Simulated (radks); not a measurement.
Neutral oxygen inside a hard spherical wall (all orbitals vanish at R), configuration held at [He] 2s2 2p4 and not refilled when levels cross. Method: non-relativistic Kohn-Sham, PBEsol, spin-polarised, spherical densities, point nucleus; open shells are filled with parallel spins first; computed with a radial shooting solver on a logarithmic mesh with Libxc functionals. Eigenvalues in eV for spin up, with the zero of energy where the potential of the charges vanishes at infinity; a dash marks a level that is unbound or too diffuse for the functional's potential to be trusted. A positive occupied level is held by the wall or, in an anion where self-interaction has pushed it up, behind a barrier. The pressure on the wall is -dE/dV.

\begin{tabular}{lrrrrrrrr}
R (bohr) & E (hartree) & kinetic (hartree) & e(1s) & e(2s) & e(2p) & e(3s, empty) & e(3p, empty) & pressure (GPa) \\ \hline
free & -74.74918 & 74.514 & -512.48 & -25.006 & -10.187 & - & - & 0 \\
15 & -74.74918 & 74.514 & -512.48 & -25.006 & -10.187 & - & - & < 0.0001 \\
10 & -74.74918 & 74.514 & -512.48 & -25.005 & -10.187 & 0.305 & 1.829 & < 0.0001 \\
8 & -74.74913 & 74.514 & -512.47 & -24.999 & -10.181 & 0.958 & 3.003 & 0.00293 \\
7 & -74.74893 & 74.516 & -512.45 & -24.980 & -10.162 & 1.696 & 4.161 & 0.0189 \\
6 & -74.74794 & 74.524 & -512.35 & -24.910 & -10.090 & 3.118 & 6.188 & 0.131 \\
5 & -74.74272 & 74.561 & -511.99 & -24.663 & -9.826 & 6.114 & 10.048 & 1.02 \\
4 & -74.71278 & 74.734 & -510.61 & -23.771 & -8.831 & 13.336 & 18.346 & 9.53 \\
3 & -74.51135 & 75.677 & -504.95 & -20.211 & -4.747 & 34.692 & 40.006 & 122 \\
2 & -72.77601 & 81.506 & -480.14 & -1.952 & 14.979 & 120.84 & 117.13 & 2630 \\
1.5 & -68.17598 & 93.155 & -443.97 & 35.496 & 50.467 & 271.36 & 240.64 & 17500 \\
\end{tabular}
